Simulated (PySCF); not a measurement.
Input of a run (PBE0-D3(BJ)/def2-SVP geometry optimisation, gas phase (PySCF 2.14.0)), started from GFN2-xTB:
```
{"job": {"xc": "PBE0", "basis": "def2-SVP", "d3": "d3bj", "grid": 2, "kind": "geom"}, "charge": 0, "multiplicity": 1}
C     -1.076176     2.179975    -0.183897
C     -1.024917     0.690492    -0.080225
C     -2.204104    -0.022090     0.108397
C     -2.213212    -1.402499     0.178501
C     -1.023970    -2.107256     0.073878
C      0.160350    -1.417578    -0.081574
C      0.181313    -0.025056    -0.166461
C      1.486216     0.647854    -0.333576
O      1.598718     1.753549    -0.832704
Si     3.103695    -0.207823     0.277371
H     -0.937727     2.481657    -1.221788
H     -0.275450     2.644252     0.387881
H     -2.035323     2.556863     0.164639
H     -3.134783     0.521582     0.192042
H     -3.146030    -1.929967     0.314295
H     -1.023122    -3.185983     0.119964
H      1.090706    -1.961518    -0.163388
H      3.545929    -1.158072    -0.745312
H      4.086252     0.854841     0.450418
H      2.836484    -0.902545     1.538504
```

Output (energies in Eh, forces in Eh/bohr):
```
step   0  E = -674.64446528  max force = 0.009814
step   1  E = -674.64775307  max force = 0.002447
step   2  E = -674.64798221  max force = 0.001919
step   3  E = -674.64793892  max force = 0.004492
step   4  E = -674.64822247  max force = 0.001410
step   5  E = -674.64825826  max force = 0.002447
step   6  E = -674.64836797  max force = 0.001062
step   7  E = -674.64840307  max force = 0.001495
step   8  E = -674.64845266  max force = 0.001291
step   9  E = -674.64846746  max force = 0.000685
step  10  E = -674.64847935  max force = 0.000984
step  11  E = -674.64849651  max force = 0.000606
step  12  E = -674.64851312  max force = 0.000330
step  13  E = -674.64852434  max force = 0.000323
optimisation converged
```

Question: Summarise the run.

Answer: The energy falls by 0.110 eV over 14 energy and gradient evaluations, the largest force component goes from 0.0098 to 3.2e-04 Eh/bohr, and the atoms move by 0.313 Å rms after alignment. Among the bonds, Si10–H18, Si10–H19 and Si10–H20 change most and about equally (+0.031 to +0.032 Å). Bonds longer at the end by more than 0.005 Å: 18 of 20; shorter: 0. Among the angles that change most is C8–Si10–H20, from 109.3° to 112.6°. Among the dihedrals that turn most is C2–C7–C8–Si10, from 154° to 178°. The energy rose by more than 1e-6 Eh at step 3. The first step brought 81 % of the lowering.

Question: What are the final bond lengths?

Answer: C1–C2 1.498 Å, C2–C3 1.399 Å, C3–C4 1.393 Å, C4–C5 1.393 Å, C5–C6 1.389 Å, C6–C7 1.403 Å, C7–C8 1.487 Å, C8=O9 1.216 Å, C8–Si10 1.952 Å, C2–C7 1.418 Å, C1–H11 1.099 Å, C1–H12 1.100 Å, C1–H13 1.099 Å, C3–H14 1.093 Å, C4–H15 1.093 Å, C5–H16 1.092 Å, C6–H17 1.094 Å, Si10–H18 1.496 Å, Si10–H19 1.488 Å, Si10–H20 1.496 Å. Numbering counts from 1 in the input's order; the species is `c1ccc(c(C)c1)C([SiH3])=O`.

The run used 194 basis functions and 104 SCF cycles in all. The run took 2.5 min of wall time on one thread of an AMD EPYC 9R45, on a shared host, and the process peaked at 0.99 GiB of memory.

No frequency check. One conformer, not necessarily the lowest.
